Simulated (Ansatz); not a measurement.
Steps of a relaxation of C2H9BOSi (`CBO[SiH2]C`) with RKS PBE-D4/def2-SVP.

```sh
$ ansatz run in.yaml --threads 4 --pin off --events-out ev --progress --plain --max-ram 10444MiB
```

```yaml
crystal:
  periodic: [false, false, false]
  atoms:
    - {symbol: C, position_ang: [-1.294700, 0.901800, 1.252800]}
    - {symbol: B, position_ang: [-0.028800, 0.118600, 1.565800]}
    - {symbol: O, position_ang: [1.183600, 0.388000, 0.823200]}
    - {symbol: Si, position_ang: [1.358900, -0.758700, -0.443000]}
    - {symbol: C, position_ang: [0.212700, -0.229600, -1.885600]}
    - {symbol: H, position_ang: [-1.149000, 1.673600, 0.410200]}
    - {symbol: H, position_ang: [-1.630400, 1.513800, 2.146600]}
    - {symbol: H, position_ang: [-2.112500, 0.264200, 0.936900]}
    - {symbol: H, position_ang: [-0.023400, -0.632800, 2.504700]}
    - {symbol: H, position_ang: [0.867100, -2.103000, 0.044800]}
    - {symbol: H, position_ang: [2.663200, -0.866700, -0.891300]}
    - {symbol: H, position_ang: [-0.833600, -0.205200, -1.536500]}
    - {symbol: H, position_ang: [0.288100, -0.901300, -2.730200]}
    - {symbol: H, position_ang: [0.485800, 0.808100, -2.169600]}
basis:
  gaussian: {orbitals: def2-SVP}
hamiltonian: {xc: pbe, dispersion: d4}
relax: {f_tol: 0.03, max_steps: 200}
```

Positions (Å) and forces (eV/Å) along the path, 10 of 22 steps:

```xyz
14
step=1 energy=-12806.7405 eV
C    -1.295    0.902    1.253   -0.246    2.673   -0.825
B    -0.029    0.119    1.566    2.220    0.817   -0.485
O     1.184    0.388    0.823   -1.465   -1.266    0.535
Si    1.359   -0.759   -0.443   -2.950    0.402    0.357
C     0.213   -0.230   -1.886    0.420    0.567    1.238
H    -1.149    1.674    0.410   -0.069   -0.816    0.791
H    -1.630    1.514    2.147    0.046   -0.614   -0.374
H    -2.112    0.264    0.937   -0.812   -0.588    0.024
H    -0.023   -0.633    2.505    0.272   -0.540    0.226
H     0.867   -2.103    0.045    0.120    0.005    0.079
H     2.663   -0.867   -0.891    2.540   -0.033   -0.617
H    -0.834   -0.205   -1.536   -0.167   -0.049    0.014
H     0.288   -0.901   -2.730    0.105   -0.478   -0.765
H     0.486    0.808   -2.170   -0.014   -0.080   -0.199
14
step=2 energy=-12807.0903 eV
C    -1.308    0.957    1.272   -0.126    1.168   -0.092
B     0.001    0.202    1.622    1.206   -0.488   -1.024
O     1.166    0.344    0.818   -1.215   -0.492    0.557
Si    1.310   -0.788   -0.456   -0.830    0.295    0.096
C     0.223   -0.228   -1.914    0.134    0.069    0.553
H    -1.197    1.688    0.426   -0.021   -0.290    0.336
H    -1.665    1.528    2.167   -0.050   -0.129   -0.139
H    -2.131    0.262    1.018   -0.048   -0.211    0.071
H     0.020   -0.678    2.478    0.076    0.198    0.178
H     0.869   -2.140    0.058    0.003    0.055   -0.066
H     2.706   -0.866   -0.863    0.841    0.039   -0.171
H    -0.842   -0.217   -1.609   -0.037   -0.032   -0.038
H     0.336   -0.899   -2.779    0.032   -0.131   -0.213
H     0.497    0.806   -2.210    0.034   -0.053   -0.047
14
step=3 energy=-12807.2180 eV
C    -1.343    1.049    1.342   -0.016   -0.454    0.264
B    -0.057    0.155    1.580    0.413    0.234    0.153
O     1.086    0.283    0.798   -0.683   -0.384   -0.173
Si    1.323   -0.804   -0.497    0.331    0.168    0.071
C     0.255   -0.278   -1.961   -0.005   -0.152   -0.053
H    -1.242    1.785    0.528    0.015    0.117   -0.126
H    -1.638    1.569    2.281    0.062    0.016   -0.030
H    -2.217    0.379    1.127    0.232    0.126   -0.003
H     0.004   -0.693    2.487   -0.205    0.190   -0.197
H     0.925   -2.178   -0.012    0.038    0.012   -0.090
H     2.801   -0.791   -0.845   -0.295    0.045    0.061
H    -0.826   -0.324   -1.698    0.142   -0.009   -0.035
H     0.429   -0.944   -2.839   -0.040    0.111    0.154
H     0.490    0.763   -2.262    0.011   -0.021    0.005
14
step=13 energy=-12807.5680 eV
C    -1.368    1.343    2.001    0.030   -0.046    0.053
B    -0.457    0.194    1.427   -0.052    0.011   -0.067
O     0.184    0.348    0.229   -0.023    0.009    0.080
Si    1.181   -0.708   -0.661   -0.064    0.007   -0.064
C     0.570   -0.726   -2.436    0.040   -0.009   -0.070
H    -1.378    2.260    1.378    0.016   -0.014    0.030
H    -1.064    1.606    3.041   -0.018   -0.022   -0.119
H    -2.414    0.969    2.096    0.065    0.010   -0.005
H    -0.325   -0.874    2.026   -0.006    0.033    0.015
H     1.135   -2.083   -0.053    0.002   -0.020    0.028
H     2.580   -0.169   -0.587    0.031    0.024    0.006
H    -0.458   -1.138   -2.508    0.049    0.008    0.022
H     1.240   -1.353   -3.067   -0.081    0.078    0.069
H     0.559    0.303   -2.856    0.014   -0.070    0.021
14
step=16 energy=-12807.5713 eV
C    -1.363    1.341    2.003   -0.010   -0.004    0.001
B    -0.488    0.183    1.401    0.006    0.008    0.031
O     0.180    0.358    0.224   -0.001    0.007    0.001
Si    1.187   -0.690   -0.662    0.009   -0.013   -0.015
C     0.573   -0.735   -2.433    0.011    0.003    0.007
H    -1.355    2.273    1.405    0.003   -0.011   -0.002
H    -1.026    1.572    3.038   -0.002   -0.004   -0.006
H    -2.414    0.994    2.115    0.008    0.008    0.004
H    -0.391   -0.900    1.978   -0.013    0.009   -0.020
H     1.159   -2.059   -0.034    0.011    0.004    0.001
H     2.579   -0.127   -0.592   -0.014   -0.003   -0.001
H    -0.452   -1.154   -2.490   -0.005    0.002    0.003
H     1.240   -1.368   -3.054    0.004   -0.006   -0.006
H     0.559    0.283   -2.871   -0.005    0.001    0.002
14
step=17 energy=-12807.5719 eV
C    -1.359    1.341    2.008   -0.021    0.004    0.010
B    -0.508    0.178    1.385    0.009   -0.007    0.026
O     0.181    0.368    0.222   -0.005    0.003    0.016
Si    1.192   -0.679   -0.662    0.040   -0.002   -0.008
C     0.575   -0.743   -2.430   -0.004   -0.005    0.008
H    -1.338    2.282    1.423    0.005   -0.012   -0.001
H    -1.004    1.552    3.042   -0.008   -0.003   -0.012
H    -2.415    1.014    2.130    0.011    0.007    0.004
H    -0.445   -0.923    1.935   -0.007    0.024   -0.024
H     1.184   -2.042   -0.021    0.001    0.005   -0.008
H     2.579   -0.099   -0.599   -0.018   -0.008   -0.003
H    -0.448   -1.167   -2.477   -0.009   -0.001   -0.004
H     1.241   -1.381   -3.045    0.008   -0.008   -0.012
H     0.554    0.270   -2.880   -0.001    0.002    0.007
14
step=18 energy=-12807.5723 eV
C    -1.357    1.341    2.008   -0.019    0.006    0.004
B    -0.519    0.173    1.376    0.015   -0.015    0.008
O     0.189    0.372    0.226   -0.004   -0.006    0.031
Si    1.201   -0.672   -0.660    0.024   -0.014   -0.005
C     0.573   -0.747   -2.425   -0.011    0.003    0.006
H    -1.323    2.286    1.430    0.002   -0.011    0.002
H    -0.998    1.540    3.042   -0.006   -0.002   -0.006
H    -2.418    1.028    2.129    0.008    0.005    0.003
H    -0.481   -0.938    1.909   -0.002    0.034   -0.026
H     1.204   -2.035   -0.017    0.004    0.010   -0.001
H     2.584   -0.083   -0.607   -0.015   -0.007   -0.001
H    -0.449   -1.175   -2.462   -0.005   -0.001   -0.003
H     1.237   -1.384   -3.043    0.011   -0.008   -0.011
H     0.544    0.264   -2.877   -0.002    0.005   -0.001
14
step=20 energy=-12807.5728 eV
C    -1.357    1.341    2.001   -0.006    0.001   -0.010
B    -0.528    0.167    1.366    0.045   -0.010   -0.022
O     0.223    0.377    0.245   -0.024   -0.022    0.046
Si    1.223   -0.667   -0.656   -0.014    0.001    0.003
C     0.562   -0.749   -2.409   -0.009    0.001   -0.002
H    -1.293    2.291    1.434   -0.003   -0.009    0.009
H    -1.007    1.521    3.042   -0.001   -0.003   -0.004
H    -2.425    1.049    2.104    0.006    0.002   -0.001
H    -0.532   -0.958    1.870   -0.004    0.034   -0.021
H     1.244   -2.027   -0.009    0.000    0.005    0.000
H     2.601   -0.071   -0.629    0.002    0.000   -0.001
H    -0.457   -1.188   -2.429    0.010    0.002    0.000
H     1.221   -1.377   -3.044   -0.002    0.003    0.005
H     0.513    0.263   -2.857    0.000   -0.004    0.000
14
step=21 energy=-12807.5726 eV rejected
C    -1.357    1.340    1.994    0.029    0.011    0.020
B    -0.518    0.169    1.367   -0.042   -0.023   -0.089
O     0.253    0.383    0.260    0.002   -0.009    0.045
Si    1.237   -0.666   -0.653   -0.041    0.007   -0.006
C     0.551   -0.749   -2.398    0.010    0.012   -0.004
H    -1.279    2.294    1.436   -0.001   -0.008    0.011
H    -1.028    1.511    3.043   -0.010    0.002   -0.014
H    -2.428    1.050    2.074    0.018   -0.004   -0.006
H    -0.552   -0.964    1.849    0.023    0.019    0.014
H     1.258   -2.025   -0.006    0.009   -0.003    0.008
H     2.618   -0.075   -0.646    0.000   -0.001    0.001
H    -0.464   -1.195   -2.407    0.013    0.002    0.006
H     1.208   -1.369   -3.043   -0.010    0.008    0.011
H     0.489    0.266   -2.841    0.001   -0.013    0.001
14
step=22 energy=-12807.5730 eV
C    -1.357    1.340    1.997    0.004    0.004    0.003
B    -0.524    0.168    1.365    0.016   -0.002   -0.026
O     0.237    0.382    0.252   -0.013   -0.012    0.023
Si    1.228   -0.667   -0.655   -0.009    0.008    0.000
C     0.556   -0.749   -2.404    0.000    0.002    0.001
H    -1.286    2.294    1.438   -0.001   -0.005    0.005
H    -1.018    1.513    3.044   -0.004   -0.002   -0.008
H    -2.426    1.049    2.088    0.006    0.000   -0.002
H    -0.538   -0.959    1.860    0.000    0.010   -0.003
H     1.250   -2.025   -0.006   -0.001   -0.001    0.000
H     2.609   -0.074   -0.637   -0.001    0.001    0.000
H    -0.460   -1.192   -2.419    0.005    0.001    0.001
H     1.215   -1.373   -3.042   -0.003    0.002    0.003
H     0.501    0.264   -2.851    0.001   -0.005    0.002
```

Hardware: 4 threads of an Intel Xeon Platinum 8259CL on a shared host. Wall time 30 s, peak host memory 0.18 GiB.
